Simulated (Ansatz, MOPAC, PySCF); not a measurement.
Gas-phase reaction in SMILES: B(O)(O)P [phosphanylboronic acid] -> [PH]B(O)O + H atom (the H-P bond breaks)

Wanted: bond dissociation energy (enthalpy at 298 K), in kcal/mol. Set-up: open shells spin-unrestricted; frozen cores in correlated levels; dispersion terms only where a functional's name holds one; six Cartesian d functions in 6-31G* and its kin unless marked 5d; no spin-orbit coupling; non-relativistic. Basis-set limits of correlation are two-point, X^-3; Hartree-Fock from the larger set. First-principles rows: single points at B3LYP-D3(BJ) geometries (Ansatz, an electronic-structure program), with unscaled harmonic terms from B3LYP/6-31G* (Ansatz) at its own minima. Semi-empirical rows: MOPAC heats of formation at their own minima for 298 K.

| species | coefficient | E at M06-2X/6-31G* (5d) (PySCF), Eh | E at PBE0/def2-TZVPD (Ansatz), Eh | H(298 K) - E, kcal/mol | heat of formation at PM3 (MOPAC), kcal/mol |
|---|---|---|---|---|---|
| OB(O)P | -1 | -519.02857 | -518.92608 | 36.40 | -155.53 |
| OB(O)[PH] | +1 | -518.39282 | -518.28902 | 30.24 | -122.05 |
| H atom | +1 | -0.49667 | -0.50104 | 1.48 | 52.10 |

Coupled cluster (Ansatz) is a level with limits of its own, used here on species with T1 under 0.025 (0.045 for open shells) and stable references: CCSD(T)/CBS(aug-cc-pV(T+d)Z,aug-cc-pV(Q+d)Z). Value to compare with, CCSD(T)/CBS(aug-cc-pV(T+d)Z,aug-cc-pV(Q+d)Z) (Ansatz): 84.4 kcal/mol. 1 Eh = 627.5095 kcal/mol.

Compute it at each level from the table, and compare with CCSD(T)/CBS(aug-cc-pV(T+d)Z,aug-cc-pV(Q+d)Z) (Ansatz).


- M06-2X/6-31G* (5d): the sum of coefficient times E is 0.13908 Eh, or 87.27 kcal/mol; the thermal terms add -4.68. Result: 82.6 kcal/mol. Its difference against CCSD(T)/CBS(aug-cc-pV(T+d)Z,aug-cc-pV(Q+d)Z) (Ansatz) is -1.8 kcal/mol.
- PBE0/def2-TZVPD: the sum of coefficient times E is 0.13602 Eh, or 85.35 kcal/mol; the thermal terms add -4.68. Result: 80.7 kcal/mol. Its difference against CCSD(T)/CBS(aug-cc-pV(T+d)Z,aug-cc-pV(Q+d)Z) (Ansatz) is -3.7 kcal/mol.
- PM3: the sum of coefficient times heat of formation is 85.58 kcal/mol; it needs no thermal term. Its difference against CCSD(T)/CBS(aug-cc-pV(T+d)Z,aug-cc-pV(Q+d)Z) (Ansatz) is 1.2 kcal/mol.
